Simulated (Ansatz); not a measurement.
`N[SiH2]C[SiH3]` + HCl → `[SiH3]C[SiH2]Cl` + NH₃ at 500 K and 1 bar (ligand exchange at the Si–N bond).

Isolated molecules relaxed with PBE0-D4/def2-TZVP in Ansatz; ΔE leaves out vibrations. CBS: MP2 limit from def2 TZ/QZ plus the TZ coupled-cluster correction, frozen cores. This one scheme is used for every species. Each species was taken in one conformer, which may not be the lowest.

```tsv
species	CCSD(T)/CBS energy (Eh)	H − E (kJ/mol)	S (J/(mol·K))
`N[SiH2]C[SiH3]`	-676.36397	302.9	441.0
HCl	-460.38127	32.5	201.9
`[SiH3]C[SiH2]Cl`	-1080.25737	234.2	426.7
NH₃	-56.50880	108.2	211.8
```

H − E and S are ideal-gas, rigid-rotor, harmonic terms from PBE0-D4/def2-TZVP, for one conformer and one mirror image of each species. 1 Eh = 2625.50 kJ/mol, R = 8.31446 J/(mol·K).

Problem. By hand: ΔE, ΔH, ΔS and ΔG.

Solution. ΔE = (-1080.25737) + (-56.50880) − (-676.36397) − (-460.38127) = -0.02093 Eh = -55.0 kJ/mol. Δ(H − E) = 234.2 + 108.2 − 302.9 − 32.5 = 7.0, so ΔH = -48.0 kJ/mol. ΔS = 426.7 + 211.8 − 441.0 − 201.9 = -4.4 J/(mol·K). ΔG = -48.0 − 500 × (-4.4)/1000 = -45.8 kJ/mol.

Problem. By hand: the equilibrium constant, and the temperature at which ΔG would vanish if ΔH and ΔS stayed fixed.

Solution. log₁₀ K = −ΔG/(RT ln 10) = 4.8. ΔG = 0 at ΔH/ΔS = 10909 K, far beyond where these terms or the molecules hold.

The number of gas molecules stays the same, so ΔS is small and ΔH decides. A doubt of 5 kJ/mol in ΔE shifts log₁₀ K by 0.5 here. Other conformers and mirror images would add mixing entropy, several J/(mol·K) or more a flexible species. Modes under 60 cm⁻¹, often nearly free rotors, make the harmonic entropy too high. These are equilibria of isolated gas molecules and say nothing of rates. Largest T1 diagnostic: 0.010 (customary marks: 0.02 for closed shells, 0.045 for open ones).
